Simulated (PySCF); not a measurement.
From one molecule to another.

First species: C₃H₇FSi.
SMILES: `C=C[C@H](F)[SiH3]`

Second species: C6H14O2SSi3.
Atom-mapped SMILES: `[CH3:1][S:2][Si@:3]([CH3:4])([O:5][SiH2:6][SiH3:7])[c:8]1[cH:9][cH:10][cH:11][o:12]1` (hydrogens: H13, H14, H15 on C1; H16, H17, H18 on C4; H19, H20 on Si6; H21, H22, H23 on Si7; H24 on C9; H25 on C10; H26 on C11)

Levels: CAM-B3LYP/def2-SVPD for dipole moment, HOMO energy, LUMO energy, HOMO–LUMO gap, static isotropic polarisability and electronic spatial extent ⟨r²⟩ about the centre of nuclear charge; TDDFT CAM-B3LYP/def2-SVPD for lowest singlet excitation; TDA CAM-B3LYP/def2-SVPD for lowest triplet excitation (Tamm–Dancoff); PBE0-D3(BJ)/def2-SVP for rotational constant A and rotational constant C. Geometries: PBE0-D3(BJ)/def2-SVP. All species are isolated and taken at one optimised geometry, non-relativistic unless stated; the electronic structure was computed with PySCF and density fitting.

Dipoles, sizes and rotational constants follow the conformer. The torsions of the flexible species, by atom-mapped SMILES:
- `[CH2:1]=[CH:2][C@H:3]([F:4])[SiH3:5]`: C1–C2–C3–F4 -142°
- `[CH3:1][S:2][Si@:3]([CH3:4])([O:5][SiH2:6][SiH3:7])[c:8]1[cH:9][cH:10][cH:11][o:12]1`: C1–S2–Si3–C4 66°, S2–Si3–O5–Si6 -71°, Si3–O5–Si6–Si7 -15°, S2–Si3–C8–C9 3°

Question: Which of the two has the higher S1 energy, and by how much?

Answer: The first: 6.60 eV against 5.64 eV, a difference of 0.96 eV.

Question: Which of the two has the higher rotational constant A, and by how much?

Answer: The first: 5.119 GHz against 0.629 GHz, a difference of 4.490 GHz.

Question: Which has the higher dipole moment?

Answer: The first: 1.76 D against 0.74 D, a difference of 1.02 D.

Question: Which of the two has the higher HOMO–LUMO gap, and by how much?

Answer: The first: 9.52 eV against 8.42 eV, a difference of 1.10 eV.

Question: Which of the two has the higher rotational constant C, and by how much?

Answer: The first: 1.989 GHz against 0.375 GHz, a difference of 1.614 GHz.

Question: Which of the two has the higher static isotropic polarisability, and by how much?

Answer: The second: 172.8 au against 67.4 au, a difference of 105.4 au.

Question: Which of the two has the higher LUMO energy, and by how much?

Answer: The first: 0.59 eV against 0.36 eV, a difference of 0.23 eV.

Question: Which of the two has the higher HOMO energy, and by how much?

Answer: The second: -8.06 eV against -8.93 eV, a difference of 0.87 eV.

On the first: The vertical singlet–triplet gap S1 − T1 is 2.44 eV (TDDFT singlet less Tamm–Dancoff triplet; S1: HOMO→LUMO, weight 0.92; T1: HOMO→LUMO, weight 0.81). No computed singlet falls in the visible range (750 to 380 nm, 1.65 to 3.26 eV); S1 lies 3.34 eV above its blue end.

On the second: The 10 singlets span 5.64 to 7.09 eV, and their oscillator strengths add up to 0.39. The principal polarisabilities are 158.2, 159.8 and 200.4 au; their mean is the isotropic value.
